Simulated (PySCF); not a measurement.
Calculation: PySCF 2.14.0 with PBE-D3(BJ)/def2-TZVP // PBE0-D3(BJ)/def2-TZVP. Gas-phase values, no solvent. Excitations are Tamm–Dancoff values on a coarser integration grid. The basis has no diffuse functions, so Rydberg states are missing or too high.

Reference species (SMILES): `CB(C)C` (neutral, multiplicity 1).

The S1–T1 gap (TDA) is 0.55 eV and the LUMO is -1.15 eV. The brightest of the four lowest singlets (TDA) comes out as 7.30 eV.

After one change: the S1–T1 gap (TDA) drops by 0.40 eV; the LUMO decreases by 2.08 eV; the brightest of the four lowest singlets (TDA) falls by 2.97 eV.

Problem. Name the change that produced these shifts. The new species is one of these.
A. `CB(I)I`
B. `IB(I)I`
C. `CB(C)I`

Solution. B, `IB(I)I`
